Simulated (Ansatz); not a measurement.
Job for Ansatz (an electronic-structure program): U-CCSD(T)/cc-pVTZ on BH3Se (SMILES B[SeH]), a point of a bond scan (R = 1.989 Å). The run froze 15 orbitals, filled d shells among them.

Ansatz 0.2 input:
```yaml
crystal:
  periodic: [false, false, false]
  atoms:
    - {symbol: B, position_ang: [0.45012458, -0.03983348, -1.50253169]}
    - {symbol: H, position_ang: [-0.28917233, -0.55999492, -2.27043345]}
    - {symbol: H, position_ang: [1.48655015, 0.43721308, -1.81939992]}
    - {symbol: Se, position_ang: [-0.13171131, -0.01087557, 0.31515847]}
    - {symbol: H, position_ang: [1.43684716, 0.93762660, 1.08728480]}
basis:
  gaussian:
    orbitals: cc-pVTZ
correlation: {method: ccsd_t, electrons: outside_noble_gas}
scf: {omitted_lower_state_checks: [cluster_reference]}
magnetization: {spin_polarized: true, initial_magnetization: 0}
```

Program output:

```
WARN ansatz: RAYON_NUM_THREADS=1 ignored (pool sized by the plan → 1); use --threads N
Functional definition: HF
these checks for a lower state are left out or cut short: cluster_reference
integrals: 0.26 GiB planned
682 factors; integrals over basis functions are off by at most 1.8e-3 eV
mean field: 0.34 GiB planned
mean field evaluation 1: about -66021.2651 eV, gradient 9.0e0 eV
mean field evaluation 2: about -66021.2666 eV, gradient 9.0e0 eV
mean field evaluation 4: about -66022.2203 eV, gradient 1.3e0 eV
mean field evaluation 8: about -66022.2402 eV, gradient 1.9e-3 eV
mean field evaluation 16: about -66022.3011 eV, gradient 5.7e-3 eV
mean field evaluation 32: about -66019.3552 eV, gradient 1.0e1 eV
mean field -66022.30107857 eV, -2426.2748131144 hartree, gradient 2.2e-6 eV, S^2 0.261765; 4 other end points of the search recorded, 0 dependent functions left out
15 core orbitals not correlated
reference -66022.30107857 eV, -2426.2748131144 hartree; 6, 6 occupied and 94, 94 virtual orbitals, 682 factors
second order -6.98125506 eV of doubles, -0.00000000 eV of singles
coupled cluster: 0.52 GiB planned
cycle   1  -7.63358049 eV  change   -6.5e-1 eV  update   9.3e-2
cycle   2  -7.97624046 eV  change   -3.4e-1 eV  update   5.0e-2
cycle   3  -8.14100087 eV  change   -1.6e-1 eV  update   3.9e-2
cycle   4  -8.22270205 eV  change   -8.2e-2 eV  update   2.4e-2
cycle   5  -8.24009322 eV  change   -1.7e-2 eV  update   9.1e-3
cycle   6  -8.24846021 eV  change   -8.4e-3 eV  update   3.6e-3
cycle   7  -8.25052976 eV  change   -2.1e-3 eV  update   1.3e-3
cycle   8  -8.25034578 eV  change    1.8e-4 eV  update   4.8e-4
cycle   9  -8.25057019 eV  change   -2.2e-4 eV  update   1.7e-4
cycle  10  -8.25069480 eV  change   -1.2e-4 eV  update   6.0e-5
cycle  11  -8.25070646 eV  change   -1.2e-5 eV  update   2.4e-5
cycle  12  -8.25070129 eV  change    5.2e-6 eV  update   1.1e-5
coupled cluster: 0.53 GiB planned
perturbative correction -0.37770917 eV, -0.0138805561 hartree
Total energy: -66030.92948903 eV, -2426.5919013503 hartree
Checks for a lower state left out: cluster_reference
```

The calculation finished and met its thresholds. Its determinant has ⟨S²⟩ = 0.26, a mixture of spin states.

Cost: around 21 core-seconds (rough).
